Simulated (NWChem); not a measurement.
Molecule: CClF, singlet; SMILES F[C]Cl

```xyz
3

F     -0.2606     1.4638     0.0000
C      0.6902     0.5780     0.0000
Cl    -0.1281    -1.0130     0.0000
```
Atoms are numbered in this order, from 1.

Results from NWChem. Pople sets run with spherical d functions. Low-valent species are run as closed-shell singlets; no triplet was tried in these runs. Coordinates come from a B3LYP/6-31G* (spherical d) optimisation. Static field.

| level | basis functions | isotropic polarisability (bohr³) | anisotropy (bohr³) | relative time |
|---|---|---|---|---|
| PBE0/6-31G* | 46 | 20.8 | 20.7 | 1 |
| PBE0/6-31+G* | 58 | 25.9 | 20.2 | 3 |
| PBE0/def2-SVP | 46 | 20.3 | 18.4 | 1 |
| PBE0/def2-SVPD | 70 | 30.0 | 16.8 | 3 |
| PBE0/def2-TZVP | 99 | 25.9 | 19.0 | 9 |
| PBE0/aug-cc-pVDZ | 73 | 29.7 | 17.5 | 10 |
| PBE0/Sadlej pVTZ | 80 | 30.6 | 17.2 | 8 |
| PBE0/def2-TZVPD | 123 | 30.6 | 17.2 | 20 |
| PBE0/aug-cc-pVTZ | 142 | 30.5 | 17.3 | 60 |

Times are rough ratios from one shared machine.
